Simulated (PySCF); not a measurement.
C2H3O2, charge -1.

```xyz
7

C     -1.3351    -0.1565    -0.0089
C      0.2059     0.0177     0.0003
O      0.8850    -1.0290    -0.0935
O      0.6052     1.1997     0.1030
H     -1.7554     0.2479     0.9256
H     -1.6240    -1.2119    -0.1156
H     -1.7672     0.4310    -0.8345
```
Charge -1, spin multiplicity 1.

Coordinates come from a PBE0-D3(BJ)/def2-SVPD optimisation.

Calculation: PBE/pcSseg-2 in PySCF. Non-relativistic, no solvent.

Computed absolute GIAO shielding of each atom: isotropic value and principal components (ppm):
```json
[
 {"atom": "C1", "σ(iso)": "154.7", "σ11": "116.5", "σ22": "160.9", "σ33": "186.9", "span": "70.3"},
 {"atom": "C2", "σ(iso)": "7.2", "σ11": "-81.3", "σ22": "47.2", "σ33": "55.5", "span": "136.8"},
 {"atom": "O3", "σ(iso)": "-43.2", "σ11": "-257.5", "σ22": "-61.0", "σ33": "188.8", "span": "446.3"},
 {"atom": "O4", "σ(iso)": "-11.1", "σ11": "-228.5", "σ22": "-30.6", "σ33": "225.8", "span": "454.3"},
 {"atom": "H5", "σ(iso)": "29.5", "σ11": "27.1", "σ22": "29.3", "σ33": "31.9", "span": "4.8"},
 {"atom": "H6", "σ(iso)": "29.9", "σ11": "26.1", "σ22": "29.6", "σ33": "33.9", "span": "7.8"},
 {"atom": "H7", "σ(iso)": "29.5", "σ11": "27.1", "σ22": "29.3", "σ33": "32.0", "span": "4.9"}
]
```
